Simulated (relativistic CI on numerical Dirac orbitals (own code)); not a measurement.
One change at a time: Au15+

Base calculation: Dirac-Coulomb-Breit CI, separate exchange-only KLI orbitals for each configuration, model QED (radiative potential, 1s self-energy scaled to tabulated hydrogen-like ionisation energies), unscaled Slater integrals.

CI space (outside the closed core [Kr] 4d10): 4f14.5s2.5p2, 4f14.5s.5p3, 4f14.5s2.5p.5d, 4f13.5s2.5p3, 4f14.5s.5p2.5d, 4f14.5s2.5p.5f, 4f14.5s2.5p.5g, 4f14.5s.5p2.5f, 4f13.5s2.5p2.5d, 4f14.5s2.5p.6s, 4f14.5p4, 4f13.5p5, 4f14.5s2.5d2, 4f14.5s.5d3, 4f14.5s2.5f2, 4f14.5s.5d.5f2. Double excitations out of closed p, d and f shells are left out; levels of such configurations are missing from the list, as are those of other unlisted configurations, and high levels can miss mixing partners. Some configurations lack a partner that the ground configuration has and come out too high, among them 4f13.5s2.5p2.5d, 4f14.5s.5p2.5f.

The lowest level and the first level of each name with at least 55 % of one term (blank where a level has no safe partner in the second run):

```
               Level  Base (cm⁻¹)  Shift (cm⁻¹)
   4f14.5s2.5p2 3P_0            0             0
   4f14.5s2.5p2 3P_1       156380          +671
   4f14.5s2.5p2 1D_2       171963         +2123
   4f14.5s2.5p2 3P_2       340621         +4309
   4f14.5s2.5p2 1S_0       376127         +6398
   4f13.5s2.5p3 3D_1       491788        -10091
   4f14.5s.5p3 3D°_3       650933         +8292
   4f13.5s2.5p3 3H_6       654260        -12037
   4f13.5s2.5p3 1P_1       655798        -11976
   4f13.5s2.5p3 5F_1       658198        -11870
   4f13.5s2.5p3 1D_2       660716        -12498
   4f14.5s.5p3 3P°_0       685024         -1563
   4f13.5s2.5p3 3P_1       690385        -12163
   4f13.5s2.5p3 3P_0       692167        -12426
4f14.5s2.5p.5d 3F°_3       739860        -13475
4f14.5s2.5p.5d 3F°_4       879416         -7019
```

At this charge transitions that keep the count of f electrons are usually good to a few per cent. Levels and lines within the n = 5 or 6 shells can be off by up to 10 % or somewhat more, and those that change n by about 2 %, since core polarisation is missing. Levels that differ in their count of f electrons can be misplaced by several ten thousand cm⁻¹, since the correlation energy of f electrons is missing or only estimated; rates across such gaps can be off by orders of magnitude.

Question: One thing was changed in a second run, which moved the levels as shown. Which?
A. Breit term removed
B. QED terms removed
C. configuration mixing switched off
D. non-relativistic limit

Answer: C. Configuration mixing switched off. Without mixing, levels that were pushed by configurations of the same parity and J return to their single-configuration places.

LS names give the leading component of a level, which can be under half, so a name can repeat, a term be missing and a line seem to break the LS rules.
